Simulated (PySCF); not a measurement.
Bonds: C1-C2, C2-C3, C2-C4, C4-N5, C4-C6, C6-C7, C7-S8, S8-Si9. C1 carries H10, H11, H12; C2 carries H13; C3 carries H14, H15, H16; N5 carries H17; C6 carries H18, H19; C7 carries H20, H21; Si9 carries H22, H23, H24.

How the numbers were obtained: GIAO PBE0/pcSseg-1 shieldings, coordinates at the GFN2-xTB level, in PySCF 2.14.0 with density-fitted response routines (one averaged value for each set of equivalent atoms, a single conformation, non-relativistic Hamiltonian, no solvent model).

Chemical shifts δ = σref − σ; TMS for ¹³C (σref 186.93) and ¹H (σref 31.72) and ²⁹Si (σref 349.16); ¹⁵N (σref 267.73) vs NH3; ³³S (σref 503.73) vs CS2, all at this level.

| atoms | nucleus | count | Hirshfeld charge | δ (ppm) |
| --- | --- | --- | --- | --- |
| C6 | ¹³C | 1 | -0.08 | 36.7 |
| C2 | ¹³C | 1 | -0.02 | 46.1 |
| H10/H11/H12/H14/H15/H16 | ¹H | 6 | 0.04 | 1.14 |
| H17 | ¹H | 1 | 0.10 | ? |
| C7 | ¹³C | 1 | -0.07 | ? |
| N5 | ¹⁵N | 1 | -0.24 | 334.4 |
| H22/H23/H24 | ¹H | 3 | -0.07 | 4.58 |
| H18/H19 | ¹H | 2 | 0.04 | 2.34 |
| H13 | ¹H | 1 | 0.04 | 2.78 |
| C4 | ¹³C | 1 | 0.10 | ? |
| S8 | ³³S | 1 | -0.10 | ? |
| H20/H21 | ¹H | 2 | 0.04 | 2.42 |
| C1/C3 | ¹³C | 2 | -0.12 | 22.8 |
| Si9 | ²⁹Si | 1 | 0.30 | -52.0 |

Task: Estimate the values marked ?.

Result: 
- C4: 189.3 ppm, carbon bonded to 2 C, N
- C7: 31.3 ppm, carbon bonded to C, S, 2 H
- H17: 10.28 ppm, hydrogen on a nitrogen bonded to C
- S8: -184 ppm, sulfur bonded to C, Si

OH and NH positions are those of a molecule without intermolecular hydrogen bonds; in solution they move with solvent, concentration and temperature, and exchange usually removes their couplings. Shifts are as computed. Against solution values, carbons near 30 ppm lie about +3 ppm off and those near 130 ppm about +5 ppm. Of 1211 compounds with measured shifts, 218 miss one by over three times the rms of a fit or turn the order of signals round; such compounds aren't used in these exercises. Experimental scales use liquid or dissolved standards, which lie at an offset from isolated NH3 (liquid NH3: subtract about 20 ppm). Unscaled 15N shifts of sp2 nitrogen come out 20 to 40 ppm too high even then.
